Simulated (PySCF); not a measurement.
PySCF job for Si(H)(Me)(OH)(NH2) (CH7NOSi), SMILES C[SiH](N)O, TDA-B3LYP/def2-SVPD. Geometry: PBE-D3(BJ)/def2-SVP. The structure was generated by enumeration, and PubChem lists no compound with its InChIKey, so it may never have been made. The values are those of a single conformer.

```python
import numpy as np
from pyscf import gto, scf, dft, tdscf

mol = gto.M(
    atom='''
    Si    0.04808149    0.10069292   -0.35646909
    C     1.38687771   -1.00498403    0.36987106
    N    -1.47162964   -0.69143657   -0.03046985
    O     0.01347889    1.65086714    0.30513396
    H     0.34516894    0.38543382   -1.80315868
    H     1.46571840   -1.96053277   -0.18958064
    H     1.18244809   -1.24629503    1.43347706
    H     2.37366510   -0.50257270    0.31649872
    H    -2.32435727   -0.37613743   -0.49967223
    H    -1.48443976   -1.70796279    0.08087053
    H    -0.35903408    1.66138887    1.20512353
    ''',
    basis='def2-SVPD',
    charge=0,
    spin=0,
    max_memory=1600,
    verbose=4,
)
mf = dft.RKS(mol, xc='b3lyp').density_fit(auxbasis='def2-universal-jkfit')
mf.grids.level = 3
mf.conv_tol = 1e-9
mf.max_cycle = 100
mf.kernel()
mf.grids = dft.Grids(mol).set(level=1).build(with_non0tab=True)  # coarser grid for the response kernel
td = tdscf.TDA(mf)
td.singlet = True
td.nstates = 10
td.conv_tol = 1e-4
td.positive_eig_threshold = 1e-6
td.kernel(x0=td.get_init_guess(mf, 15))
td.analyze()
tt = tdscf.TDA(mf)
tt.singlet = False
tt.nstates = 4
tt.conv_tol = 1e-4
tt.positive_eig_threshold = 1e-6
tt.kernel(x0=tt.get_init_guess(mf, 9))
tt.analyze(verbose=3)
```

Program output:

```
PySCF version 2.14.0

[INPUT] verbose = 4
[INPUT] num. atoms = 11
[INPUT] num. electrons = 42
[INPUT] charge = 0
[INPUT] spin (= nelec alpha-beta = 2S) = 0
[INPUT] symmetry False subgroup None
[INPUT] Mole.unit = angstrom
[INPUT] Symbol           X                Y                Z      unit          X                Y                Z       unit  Magmom
[INPUT]  1 Si     0.048081490000   0.100692920000  -0.356469090000 AA    0.090860847761   0.190282041483  -0.673628951973 Bohr   0.0
[INPUT]  2 C      1.386877710000  -1.004984030000   0.369871060000 AA    2.620819040164  -1.899144576262   0.698955004803 Bohr   0.0
[INPUT]  3 N     -1.471629640000  -0.691436570000  -0.030469850000 AA   -2.780976976392  -1.306625749809  -0.057579671557 Bohr   0.0
[INPUT]  4 O      0.013478890000   1.650867140000   0.305133960000 AA    0.025471410563   3.119686762644   0.576619615704 Bohr   0.0
[INPUT]  5 H      0.345168940000   0.385433820000  -1.803158680000 AA    0.652274763306   0.728364358945  -3.407476064332 Bohr   0.0
[INPUT]  6 H      1.465718400000  -1.960532770000  -0.189580640000 AA    2.769806351736  -3.704869993535  -0.358255488120 Bohr   0.0
[INPUT]  7 H      1.182448090000  -1.246295030000   1.433477060000 AA    2.234503046615  -2.355156277107   2.708879049247 Bohr   0.0
[INPUT]  8 H      2.373665100000  -0.502572700000   0.316498720000 AA    4.485576950438  -0.949724760683   0.598095899575 Bohr   0.0
[INPUT]  9 H     -2.324357270000  -0.376137430000  -0.499672230000 AA   -4.392398655942  -0.710796727898  -0.944243666751 Bohr   0.0
[INPUT] 10 H     -1.484439760000  -1.707962790000   0.080870530000 AA   -2.805184594815  -3.227581904048   0.152823153248 Bohr   0.0
[INPUT] 11 H     -0.359034080000   1.661388870000   1.205123530000 AA   -0.678476080585   3.139569950701   2.277353417969 Bohr   0.0

nuclear repulsion = 180.222288954806
number of shells = 63
number of NR pGTOs = 205
number of NR cGTOs = 143
basis = def2-SVPD
ecp = {}


[settings echo left out]
init E= -461.694909998229
  HOMO = -0.319804850056812  LUMO = -0.0335923008374994  gap/eV = 7.78824
cycle= 1 E= -461.547782314201  delta_E= 0.147  |g|= 0.843  |ddm|= 3.79
  HOMO = -0.145715208290819  LUMO = 0.0167371589807752  gap/eV = 4.42055
cycle= 2 E= -461.284175364647  delta_E= 0.264  |g|= 1.41  |ddm|= 2.37
  HOMO = -0.265199350377689  LUMO = -0.00197843139975307  gap/eV = 7.16261
cycle= 3 E= -461.689168928844  delta_E= -0.405  |g|= 0.144  |ddm|= 1.44
  HOMO = -0.2756560789125  LUMO = -0.00124852545620069  gap/eV = 7.46701
cycle= 4 E= -461.693178617158  delta_E= -0.00401  |g|= 0.0544  |ddm|= 0.183
  HOMO = -0.268450296700396  LUMO = 0.000617170698740122  gap/eV = 7.32170
cycle= 5 E= -461.693819754688  delta_E= -0.000641  |g|= 0.0135  |ddm|= 0.0784
  HOMO = -0.27042484060146  LUMO = 0.000264531068165486  gap/eV = 7.36583
cycle= 6 E= -461.6938594631  delta_E= -3.97e-05  |g|= 0.0041  |ddm|= 0.0183
  HOMO = -0.270143474219577  LUMO = 0.000185291151146849  gap/eV = 7.35602
cycle= 7 E= -461.693863460235  delta_E= -4e-06  |g|= 0.000496  |ddm|= 0.00549
  HOMO = -0.270145638862378  LUMO = 0.000194041087131058  gap/eV = 7.35632
cycle= 8 E= -461.693863522734  delta_E= -6.25e-08  |g|= 0.00012  |ddm|= 0.000907
  HOMO = -0.27015340969126  LUMO = 0.000189857616128553  gap/eV = 7.35642
cycle= 9 E= -461.693863526781  delta_E= -4.05e-09  |g|= 2.05e-05  |ddm|= 0.000216
  HOMO = -0.270152479177502  LUMO = 0.000190251620671766  gap/eV = 7.35640
cycle= 10 E= -461.693863526887  delta_E= -1.06e-10  |g|= 6.01e-06  |ddm|= 3.92e-05
  HOMO = -0.270153004711278  LUMO = 0.000190317892743153  gap/eV = 7.35642
Extra cycle  E= -461.693863526887  delta_E= -6.82e-13  |g|= 7.02e-06  |ddm|= 1.88e-05
converged SCF energy = -461.693863526887
tot grids = 39200
Overwritten attributes  positive_eig_threshold  of <class 'pyscf.tdscf.rks.TDA'>


******** <class 'pyscf.tdscf.rks.TDA'> for <class 'pyscf.df.df_jk.DFRKS'> ********
nstates = 10 singlet
deg_eia_thresh = 1.000e-03
wfnsym = None
conv_tol = 0.0001
eigh lindep = 1e-12
eigh level_shift = 0
eigh max_cycle = 100


Excitation energies (eV)
[6.37909454 7.18694524 7.30627412 7.34558958 7.94465649 7.99517482
 8.22873873 8.25354031 8.36547105 8.56703276]

** Singlet excitation energies and oscillator strengths **
Excited State   1:      6.37909 eV    194.36 nm  f=0.0480
      21 -> 22       -0.68695
      21 -> 23       -0.13274
Excited State   2:      7.18695 eV    172.51 nm  f=0.0322
      20 -> 22       -0.32316
      21 -> 22        0.12485
      21 -> 23       -0.60310
Excited State   3:      7.30627 eV    169.70 nm  f=0.0331
      20 -> 22       -0.59469
      21 -> 23        0.31974
      21 -> 24        0.16963
Excited State   4:      7.34559 eV    168.79 nm  f=0.0051
      20 -> 22       -0.14616
      21 -> 24       -0.67387
Excited State   5:      7.94466 eV    156.06 nm  f=0.0045
      19 -> 22        0.17253
      20 -> 22       -0.11780
      20 -> 23       -0.65094
      20 -> 24       -0.12613
Excited State   6:      7.99517 eV    155.07 nm  f=0.0403
      21 -> 25        0.61377
      21 -> 26        0.24531
      21 -> 27        0.19303
Excited State   7:      8.22874 eV    150.67 nm  f=0.0407
      19 -> 22       -0.20725
      20 -> 23       -0.14896
      20 -> 24        0.51761
      21 -> 25        0.14047
      21 -> 26       -0.35019
Excited State   8:      8.25354 eV    150.22 nm  f=0.0547
      19 -> 22        0.35686
      20 -> 24        0.43699
      21 -> 25       -0.17193
      21 -> 26        0.30822
      21 -> 27        0.17500
Excited State   9:      8.36547 eV    148.21 nm  f=0.0943
      19 -> 22        0.47691
      19 -> 23       -0.10901
      20 -> 23        0.13869
      21 -> 25        0.24343
      21 -> 26       -0.22816
      21 -> 27       -0.32474
Excited State  10:      8.56703 eV    144.72 nm  f=0.0280
      19 -> 22       -0.17806
      21 -> 26        0.38388
      21 -> 27       -0.52491

** Transition electric dipole moments (AU) **
state          X           Y           Z        Dip. S.      Osc.
  1         0.0359      0.2594      0.4886      0.3073      0.0480
  2        -0.4059     -0.1252     -0.0498      0.1829      0.0322
  3        -0.2493      0.3504     -0.0082      0.1850      0.0331
  4         0.1536     -0.0624     -0.0265      0.0282      0.0051
  5        -0.0666     -0.0046      0.1372      0.0233      0.0045
  6         0.2765      0.1321     -0.3342      0.2056      0.0403
  7         0.3646     -0.2529     -0.0707      0.2019      0.0407
  8         0.2093     -0.2448      0.4082      0.2703      0.0547
  9         0.4163      0.3624     -0.3945      0.4602      0.0943
 10        -0.3331     -0.0883      0.1202      0.1332      0.0280

** Transition velocity dipole moments (imaginary part, AU) **
state          X           Y           Z        Dip. S.      Osc.
  1         0.0024      0.0512      0.0997      0.0126      0.0358
  2        -0.0820     -0.0205     -0.0136      0.0073      0.0185
  3        -0.0816      0.0833     -0.0005      0.0136      0.0338
  4         0.0269     -0.0245     -0.0190      0.0017      0.0042
  5        -0.0073      0.0094      0.0436      0.0020      0.0047
  6         0.0565      0.0383     -0.0938      0.0135      0.0306
  7         0.0950     -0.0610      0.0006      0.0128      0.0281
  8         0.0656     -0.0531      0.0898      0.0152      0.0334
  9         0.0980      0.0944     -0.0905      0.0267      0.0579
 10        -0.0577     -0.0295     -0.0014      0.0042      0.0089

** Transition magnetic dipole moments (imaginary part, AU) **
state          X           Y           Z
  1         0.1809     -0.7078      0.2711
  2         0.5379     -0.0658     -0.1591
  3         0.1671      0.2010     -0.2417
  4         0.2213      0.4367      0.2353
  5        -0.4332     -0.1016      0.5810
  6        -0.0175     -0.0692      0.0581
  7        -0.1686      0.6349     -0.0825
  8         0.6378      0.0662      0.4498
  9         0.1155      0.0637      0.3195
 10         0.5332     -0.3769      0.0719


******** <class 'pyscf.tdscf.rks.TDA'> for <class 'pyscf.df.df_jk.DFRKS'> ********
nstates = 4 triplet
deg_eia_thresh = 1.000e-03
wfnsym = None
conv_tol = 0.0001
eigh lindep = 1e-12
eigh level_shift = 0
eigh max_cycle = 100


Excitation energies (eV)
[6.03995526 6.77873982 7.07856862 7.2194096 ]

** Triplet excitation energies and oscillator strengths **
Excited State   1:      6.03996 eV    205.27 nm  f=0.0000
Excited State   2:      6.77874 eV    182.90 nm  f=0.0000
Excited State   3:      7.07857 eV    175.15 nm  f=0.0000
Excited State   4:      7.21941 eV    171.74 nm  f=0.0000
```

Self-consistency was reached.
